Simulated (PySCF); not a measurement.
Geometry:
```json
{"atom": "F1", "x (Å)": "-1.678", "y (Å)": "1.182", "z (Å)": "1.747"}
{"atom": "C2", "x (Å)": "-1.841", "y (Å)": "0.826", "z (Å)": "0.444"}
{"atom": "F3", "x (Å)": "-2.700", "y (Å)": "-0.230", "z (Å)": "0.493"}
{"atom": "O4", "x (Å)": "-0.694", "y (Å)": "0.525", "z (Å)": "-0.157"}
{"atom": "C5", "x (Å)": "0.058", "y (Å)": "-0.542", "z (Å)": "0.440"}
{"atom": "C6", "x (Å)": "1.355", "y (Å)": "-0.691", "z (Å)": "-0.330"}
{"atom": "S7", "x (Å)": "2.457", "y (Å)": "0.749", "z (Å)": "-0.135"}
{"atom": "H8", "x (Å)": "-2.333", "y (Å)": "1.654", "z (Å)": "-0.086"}
{"atom": "H9", "x (Å)": "-0.521", "y (Å)": "-1.472", "z (Å)": "0.382"}
{"atom": "H10", "x (Å)": "0.254", "y (Å)": "-0.306", "z (Å)": "1.493"}
{"atom": "H11", "x (Å)": "1.151", "y (Å)": "-0.748", "z (Å)": "-1.398"}
{"atom": "H12", "x (Å)": "1.885", "y (Å)": "-1.586", "z (Å)": "-0.006"}
{"atom": "H13", "x (Å)": "2.603", "y (Å)": "0.639", "z (Å)": "1.186"}
```

Geometry: GFN2-xTB; GIAO absolute shieldings from PySCF 2.14, gas phase, non-relativistic, averaged over equivalent atoms.

At revPBE/STO-3G (45 basis functions, roughly 16 core-seconds):
```
  atoms  σ (ppm)
  F1/F3    375.2
     C2    139.9
     C5    176.9
     C6    200.2
     O4    330.2
     S7    687.6
     H8    28.87
 H9/H10    30.86
H11/H12    31.68
    H13    33.78
```

Q: What do these become at mPW1PW91/Sadlej pVTZ?

A: 
```json
{"atoms": "F1/F3", "σ at mPW1PW91/Sadlej pVTZ": "282.9", "change": "-92.3"}
{"atoms": "C2", "σ at mPW1PW91/Sadlej pVTZ": "69.5", "change": "-70.4"}
{"atoms": "C5", "σ at mPW1PW91/Sadlej pVTZ": "128.5", "change": "-48.4"}
{"atoms": "C6", "σ at mPW1PW91/Sadlej pVTZ": "164.4", "change": "-35.8"}
{"atoms": "O4", "σ at mPW1PW91/Sadlej pVTZ": "230.3", "change": "-99.9"}
{"atoms": "S7", "σ at mPW1PW91/Sadlej pVTZ": "602.3", "change": "-85.3"}
{"atoms": "H8", "σ at mPW1PW91/Sadlej pVTZ": "25.12", "change": "-3.75"}
{"atoms": "H9/H10", "σ at mPW1PW91/Sadlej pVTZ": "27.64", "change": "-3.22"}
{"atoms": "H11/H12", "σ at mPW1PW91/Sadlej pVTZ": "29.21", "change": "-2.47"}
{"atoms": "H13", "σ at mPW1PW91/Sadlej pVTZ": "31.17", "change": "-2.61"}
```

The largest change is at O4 (ether oxygen). Cost: 230 basis functions, about 90 core-seconds. The order of the carbon signals is the same at both levels.
